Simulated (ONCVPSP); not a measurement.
Transferability test, ONCV potential for neon (Ne)

```
Element                 : Ne (Z = 10)
Generator               : ONCVPSP 4.0.1
Type                    : optimised norm-conserving Vanderbilt (ONCV)
Functional              : Wu-Cohen
Relativity              : scalar-relativistic
Frozen core             : [He]
Valence charge          : 8
Reference configuration : 2s2 2p6
Partial waves           : 2s: rc 0.50 bohr, ncon 4, nbas 8, qcut 15.1 1/bohr, local; 2p: rc 1.20 bohr, ncon 4, nbas 8, qcut 13.5 1/bohr, 1 projector
Local potential         : the s channel
Core correction         : none
```

Energies are relative to the spin-unpolarised reference configuration 2s2 2p6; without spin polarisation the order of configurations can differ from experiment.

| valence configuration | charge | ΔE all-electron (eV) | error AE − PS (meV) |
| --- | --- | --- | --- |
| 2s2 2p4 | +2 | 65.728 | +79 |
| 2s2 2p5.5 | +0.5 | 8.860 | -0.2 |

Q: What are ΔE and the potential's error for 2s2 2p3?

A: ΔE = 133.163 eV all-electron; the error (AE − PS) is +386 meV.

Q: What are ΔE and the potential's error for 2s2 2p5?

A: ΔE = 22.463 eV all-electron; the error (AE − PS) is +5.0 meV.

Levels in the configuration 2s2 2p3:

```tsv
level	all-electron (eV)	pseudo (eV)
2s	-103.172	-103.133
2p	-80.557	-80.039
```
